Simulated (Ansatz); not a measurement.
Consider the hydrogenolysis of the In–F bond: `C=C[CH2][In]([F])[Cl]` + H₂ → `C=C[CH2][InH][Cl]` + H–F.

Program: Ansatz. Geometries: PBE0-D4/def2-TZVP. ΔE: electronic, gas phase. CBS: MP2 limit from def2 TZ/QZ plus the TZ coupled-cluster correction, frozen cores. This one scheme is used for every species. Functionals use def2-TZVPP. B3LYP here is the variant with VWN-RPA as its local correlation; programs differ in this. def2 core potentials past Kr. For In outer-core shells are correlated without core-valence functions, which leaves a few kJ/mol of doubt a bond. One conformer a species, not always the lowest.

```tsv
level	ΔE (kJ/mol)	difference from CCSD(T)/CBS
PBE0-D4	30.5	-9.6
r2SCANh-D4	39.9	-0.2
BHLYP-D4	36.1	-4.0
ωB97X-V	43.7	3.6
ωB97M-V	40.1	0.0
PBE-QIDH	30.9	-9.2
revPBE	39.5	-0.6
BLYP	48.3	8.2
PBE0	30.0	-10.1
B3LYP	40.1	0.0
RPA@PBE/def2-TZVPP	36.2	-3.9
HF/def2-SVP	31.8	-8.3
SCS-MP2/def2-TZVPP	38.4	-1.7
CCSD(T)/def2-TZVPP	34.7	-5.4
HF/def2-QZVPP	31.6	-8.5
SCS-MP2/def2-QZVPP	41.9	1.8
CCSD(T)/CBS	40.1	0
```

Largest T1 diagnostic among the species: 0.014.

From r2SCAN to r2SCAN0 (25 % exact exchange), in def2-TZVPP and without D4, ΔE moves by −9.9 kJ/mol. At CCSD(T), def2-SVP lies +8.6 kJ/mol from the extrapolated value and def2-TZVPP −5.4 kJ/mol.

CCSD(T)/CBS has its own doubt, a few kJ/mol and more with outer-core shells, so smaller differences from it don't rank the levels.
